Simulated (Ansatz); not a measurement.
Reaction (formal exchange of groups at a Ge–C bond): `[CH3][GeH2][CH]=O` + `N/C=C/[SiH2]Cl` → `[CH3][GeH2][SiH2]Cl` + `N/C=C/C=O`

Program: Ansatz. Geometries: PBE0-D4/def2-TZVP. ΔE: electronic, gas phase. CCSD(T)/CBS is the MP2 limit (def2-TZVPP, def2-QZVPP) plus CCSD(T) − MP2 in def2-TZVPP, frozen cores. Double bonds are as drawn, so ΔE can hold a change between cis and trans. Functionals use def2-TZVPP. B3LYP here is the variant with VWN-RPA as its local correlation; programs differ in this. For Ge outer-core shells are correlated without core-valence functions, which leaves a few kJ/mol of doubt a bond. Scalar relativity is left out up to krypton. One conformer a species, not always the lowest.

(1) Is it downhill or uphill in electronic energy at CCSD(T)/CBS, and by how much? (Best estimate.)

(2) What do these levels give: r2SCAN-D4, PBE0-D4, B3LYP-D4, ωB97X-V, ωB97M-V, B2PLYP, PBE, r2SCAN, B3LYP, MP2/def2-QZVPP, MP2/CBS(def2), CCSD/CBS(def2)? (An estimate is asked.)

Largest T1 diagnostic among the species: 0.016.

Answers

(1) Ansatz gave: Downhill: ΔE = -9.5 kcal/mol.

(2) Ansatz gave: r2SCAN-D4 -13.3, PBE0-D4 -13.6, B3LYP-D4 -11.9, ωB97X-V -10.3, ωB97M-V -9.4, B2PLYP -10.7, PBE -14.1, r2SCAN -13.3, B3LYP -11.9, MP2/def2-QZVPP -9.6, MP2/CBS(def2) -9.8, CCSD/CBS(def2) -9.2 kcal/mol.
